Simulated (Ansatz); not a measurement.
Results of the Gaussian-basis code of Ansatz.

`[CH3][Al-]([CH3])([PH3+])[Cl]`. The species carries charge 0 and has multiplicity 1. The structure was optimised at the PBE0-D4/def2-TZVP level. It is one conformer, not always the lowest.

```xyz
14

C    -0.182   -1.652   -1.195
Al    0.614   -0.342    0.021
C     1.449    1.319   -0.591
P    -1.422    0.516    1.304
Cl    1.424   -1.158    1.848
H    -0.830   -1.183   -1.943
H     0.603   -2.184   -1.743
H    -0.768   -2.409   -0.667
H     1.658    2.008    0.232
H     0.833    1.846   -1.326
H     2.408    1.103   -1.074
H    -2.510    1.225    0.749
H    -1.132    1.378    2.379
H    -2.146   -0.467    2.006
```

Problem. What is the dipole moment at PBE/def2-TZVPP? (Best estimate.)

Solution. The calculation gave: 4.21 D, with components (-3.70, 2.01, 0.10) D in this frame, pointing from negative to positive charge.

Problem. And with r2SCAN, B3LYP, ωB97M-V? (An estimate is asked.)

Solution. The calculation gave: r2SCAN 4.37 D, B3LYP 4.33 D, ωB97M-V 4.34 D.

Problem. Give the Mulliken charges with PBE, B3LYP, ωB97M-V in def2-TZVPP. (Best estimate.)

Solution. The calculation gave: 
```
atom    PBE  B3LYP  ωB97M-V
  C1  -0.46  -0.47    -0.55
 Al2   0.49   0.57     0.53
  C3  -0.46  -0.47    -0.55
  P4  -0.02   0.01    -0.06
 Cl5  -0.31  -0.34    -0.31
  H6   0.08   0.08     0.10
  H7   0.10   0.09     0.11
  H8   0.09   0.08     0.10
  H9   0.09   0.08     0.10
 H10   0.08   0.08     0.10
 H11   0.10   0.09     0.11
 H12   0.06   0.06     0.09
 H13   0.08   0.08     0.11
 H14   0.08   0.08     0.11
```

B3LYP here is the variant with VWN-RPA as its local correlation; programs differ in this.
